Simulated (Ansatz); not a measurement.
Ideal-gas functions of `[OH][Ga]([OH])[SH]` at 400 K and 1 bar, from an Ansatz frequency run at PBE0-D4/def2-TZVP.

Molar mass 136.81 g/mol, point group Cs (symmetry number 1), electronic degeneracy 1, moments of inertia 83.348, 177.961, 261.308 u Å². Harmonic wavenumbers (cm⁻¹, unscaled): 137, 164, 180, 189, 293, 328, 400, 685, 699, 730, 834, 866, 2715, 3910, 3914.

Use S(trans) = R[1.5 ln M + 2.5 ln T − 1.1517]; rotational temperatures θ = 24.2544 K / I; S(rot) = R[ln(√π/σ · √(T³/θAθBθC)) + 1.5]; for each mode x = 1.438777 ν̃/T, S = R[x/(eˣ − 1) − ln(1 − e⁻ˣ)] and H = RT x/(eˣ − 1); 1 cm⁻¹ = 0.0119627 kJ/mol; R = 8.31446 J/(mol·K).

By hand: the entropy, in J/(mol·K).

Translation 176.3. Rotation: θ = 0.291, 0.1363, 0.0928 K, giving 115.3. Vibration, mode by mode: 14.28, 12.82, 12.07, 11.68, 8.25, 7.41, 5.97, 2.65, 2.54, 2.33, 1.73, 1.58, 0.01, 0.00, 0.00, in all 83.3. Electronic 0.0. Sum 374.9 J/(mol·K).

By hand: H − E and G − E in kJ/mol, counted from the electronic energy.

Zero-point energy ½ × 16044 × 0.0119627 = 96.0; thermal vibration 18.0; translation, rotation and pV give 4 RT = 13.3. H − E = 127.3 kJ/mol, and G − E = 127.3 − 400 × 374.9/1000 = -22.7 kJ/mol.

Vibration gives 22 % of the entropy, 14.3 J/(mol·K) of it from the mode under 150 cm⁻¹: soft modes count most, and the harmonic formula is weakest for them. The sum counts one conformer and one mirror image; others add a mixing term.
